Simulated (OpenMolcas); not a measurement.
# What dynamic correlation does to the levels of Rh VI

* Program: OpenMolcas
* Basis: ANO-RCC-VTZP [7s6p4d2f1g]
* Scalar Hamiltonian: DKH2, point nucleus
* Active space: 10 electrons in 8 orbitals (RAS1 4p, at most 2 holes; RAS2 4d)
* State averaging: 2S+1 = 5 even, 5 roots; 2S+1 = 3 even, 45 roots; 2S+1 = 1 even, 49 roots
* Spin-orbit coupling: RASSI with atomic mean-field integrals over the reference wave functions, term energies averaged over their components

Methods on the same reference wave functions:
A. RASSCF
B. SS-RASPT2, IPEA 0.25 Eh, imaginary shift 0.1 Eh (closed shells correlated: 4s)
C. MS-RASPT2, IPEA 0.25 Eh, imaginary shift 0.1 Eh (closed shells correlated: 4s)

Energies in cm-1 above 4d4 5D0.

```csv
Level,A,B,C
4d4 5D0,0.0,0.0,0.0
4d4 5D1,699,702,696
4d4 5D2,1825,1822,1810
4d4 5D3,3186,3170,3160
4d4 5D4,4684,4660,4640
4d4 3P0(1),19127,18900,18880
4d4 3P1(1),22418,22220,22130
4d4 3H4 [69 %],23290,20190,20200
4d4 3H5,25137,21860,21840
4d4 3F2(1),25347,23680,23710
4d4 3F3(1) [52 %],25348,23060,23100
4d4 3H6,26452,23110,23090
4d4 3F4(1) [59 %],26578,24400,24340
4d4 3P2(1),26785,26410,26240
4d4 3G3 [52 %],29812,27050,26940
4d4 3G4 [63 %],30459,27410,27290
4d4 3G5,31829,28440,28420
4d4 3D3,35283,31530,31490
4d4 3D2,35488,32060,32110
4d4 3D1,36421,32750,32750
4d4 1I6,37672,32530,32510
4d4 1G4(1),37870,35230,35090
4d4 1S0,39699,38120,38020
4d4 1D2(1),43100,40470,40390
```

Between B and C the level of the table that moves most is 4d4 3P2(1), by 160 cm-1 (lowest in C, highest in B). Moves below CASPT2's spread within the term are not significant.

From A to B the spin-free energies of the other terms of 4d4 shown, above 5D, scale by factors of 0.84 to 0.99.

The lowest spin-free term lies below A's lowest term by 0.295 hartree in B, 0.295 hartree in C.

Term energies are means over components that CASPT2 splits; among the terms shown or strongly mixed into the levels shown the widest spread is 1500 cm-1 (4d4 1I, C). Active for correlation alone: 4p; no level in the range computed is led by a configuration that opens it, so any true level of that kind is missing. Without dynamic correlation excited terms often stand tens of per cent too high (terms of higher spin than the ground term too low), and those without a measured partner can miss by more than the paired ones (holds for A). The CASPT2 spread within a term exceeds the gap to the next term for 4d4 1I and 4d4 3D, so the order of their levels is uncertain (holds for C). Only configurations of the active space appear. The table leaves out levels that lie high or whose names do not pair safely across all columns.

A share in square brackets marks a mixed level and gives the weight of the term that names it, the lowest over the columns. A number in round brackets counts repeated terms of one configuration in the order of the reference energies.
